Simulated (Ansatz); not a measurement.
`CN[SiH2][AlH2]` + `C=C(N)[SiH3]` → `C=C([SiH3])[NH][AlH2]` + `CN[SiH3]`  (cleavage of the Al–Si bond)

Calculated with Ansatz (gas phase, PBE0-D4/def2-TZVP geometries, no zero-point term in ΔE). CCSD(T)/CBS is the MP2 limit (def2-TZVPP, def2-QZVPP) plus CCSD(T) − MP2 in def2-TZVPP, frozen cores. One conformer a species, not always the lowest.

```json
{"species": "`CN[SiH2][AlH2]`", "CCSD/def2-TZVPP energy (Eh)": "-628.52450"}
{"species": "`C=C(N)[SiH3]`", "CCSD/def2-TZVPP energy (Eh)": "-423.94094"}
{"species": "`C=C([SiH3])[NH][AlH2]`", "CCSD/def2-TZVPP energy (Eh)": "-666.55819"}
{"species": "`CN[SiH3]`", "CCSD/def2-TZVPP energy (Eh)": "-385.95109"}
```

Question: Work out ΔE.

Answer: ΔE = (-666.55819) + (-385.95109) − (-628.52450) − (-423.94094) = -0.04384 Eh = -1.19 eV. CCSD(T)/CBS gives -1.18 eV.

Largest T1 diagnostic among the species: 0.013.

From PBE to PBE0 (25 % exact exchange), in def2-TZVPP and without D4, ΔE moves by −0.04 eV. The D4 term adds −0.05 eV with B3LYP and −0.02 eV with PBE0; it sums over pairs of atoms, weighted by their polarisabilities, and B3LYP, whose exchange is more repulsive, gets the larger term.

B3LYP here is the variant with VWN-RPA as its local correlation; programs differ in this.
